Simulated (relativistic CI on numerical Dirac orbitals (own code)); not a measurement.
**Ti⁴⁺ in a cubic cluster: 3s photoemission with charge transfer**

Computed with a charge-transfer multiplet model of a cubic metal-ligand cluster with up to 2 ligand holes, Slater and spin-orbit integrals from Dirac-Coulomb-Breit ions, Slater integrals scaled by 0.9. The ground state mixes d0 with configurations of k ligand holes L, whose averages lie at kΔ + k(k − 1)U_dd/2; a core hole lowers each added d electron by U_cd. 20 K, Lorentzian 1.4 eV and Gaussian 0.8 eV FWHM.

Atomic integrals in eV (Slater integrals scaled, ζ unscaled), ground: F2dd 7.400, F4dd 4.602, zeta_d 0.013; with the core hole: F2dd 7.400, F4dd 4.602, zeta_d 0.022, G2cd 9.519. Where a configuration has fewer than two d electrons, the dd integrals are those of d2.

Cluster parameters (eV): U_dd = 5.3, U_cd = 6.2, 10Dq = 0.8, 10Dq(ligand) = 0.1, V(eg) = 2.45, V(t2g) = -1.15, final-state hopping factor = 0.8.

| Case | n_d | d0 | d1L | d2L2 | S |
| --- | --- | --- | --- | --- | --- |
| Δ = -2.6 eV | 1.11 | 0.16 | 0.57 | 0.27 | 0.00 |
| Δ = -1.6 eV | 1.03 | 0.20 | 0.57 | 0.23 | 0.00 |
| Δ = -0.6 eV | 0.94 | 0.25 | 0.56 | 0.19 | 0.00 |
| Δ = 0.4 eV | 0.85 | 0.30 | 0.54 | 0.15 | 0.00 |
| Δ = 1.4 eV | 0.76 | 0.36 | 0.52 | 0.12 | 0.00 |

Weights, n_d and S are thermal averages at 20 K. Binding energies count from the first peak over 30 % of the highest in each spectrum, which can be another peak from case to case. The parameters are a model scan and need not match a compound or its usual spin state. Peaks in eV (height, largest 100):
- Δ = -2.6 eV: 0.0 (100), 4.8 (25), 11.3 (11), 14.5 (6)
- Δ = -1.6 eV: 0.0 (100), 4.9 (24), 11.0 (11), 14.1 (6)
- Δ = -0.6 eV: 0.0 (100), 5.1 (22), 10.6 (10), 13.8 (6)
- Δ = 0.4 eV: 0.0 (100), 5.2 (20), 10.2 (12), 13.5 (6)
- Δ = 1.4 eV: 0.0 (100), 5.4 (19), 10.1 (13)

A d0 ion has no d-d gap: its lowest excitations are ligand-to-metal charge transfer. With the core hole the configuration with one ligand hole lies at Δ − U_cd = -8.8, -7.8, -6.8, -5.8, -4.8 eV from the one without, in the order of the table; where this is negative the screened configuration lies lower, though the effective hopping of about 4.3 eV (from the holes of the mixed ground state) mixes the two strongly wherever it is as large as the gap.

With at most 2 ligand holes the space is cut while the next configuration still counts, so covalency is underestimated, and a final configuration with one more ligand hole, which can lie low, is missing from the spectra.

Without intra-shell correlation the exchange splitting of the 3s hole comes out too large.
